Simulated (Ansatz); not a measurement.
Cartesian coordinates in Å:
```
O 0.2663 0.9165 2.3661
Zr -0.4179 -0.2248 0.9477
O -2.3508 -0.0116 0.9889
O -0.0842 -2.0451 1.5411
C 0.7264 1.3551 -0.6806
C 1.5643 0.2228 -0.5682
C 0.8863 -0.8765 -1.1331
C -0.3742 -0.4307 -1.5793
C -0.4692 0.9521 -1.3037
H 0.8267 1.6330 2.6476
H -3.1620 0.2152 0.5449
H 0.2888 -2.9122 1.4179
H 0.9541 2.3502 -0.3285
H 2.5463 0.2017 -0.1183
H 1.2568 -1.8890 -1.1892
H -1.1381 -1.0405 -2.0395
H -1.3195 1.5838 -1.5138
```

Total charge 0; spin multiplicity 1. Zr takes the def2 core potential.

(1) List the PBE/def2-TZVPP orbital energies in eV (Ansatz 0.2.0). (Best estimate.)

Results:

(1) The calculation gave: Occupied: -509.41, -509.40, -509.40, -269.26, -269.25, -269.24, -269.21, -269.21, -54.15, -31.95, -31.94, -31.93, -23.37, -23.15, -23.14, -22.07, -17.70, -17.67, -13.50, -13.49, -13.22, -11.50, -11.48, -11.38, -9.79, -9.77, -9.73, -9.34, -9.33, -7.83, -7.81, -7.60, -6.87, -6.85, -6.60, -6.08, -6.08. Lowest empty: -0.69, -0.66, -0.54, -0.35, -0.13, -0.13, 0.41, 0.42.
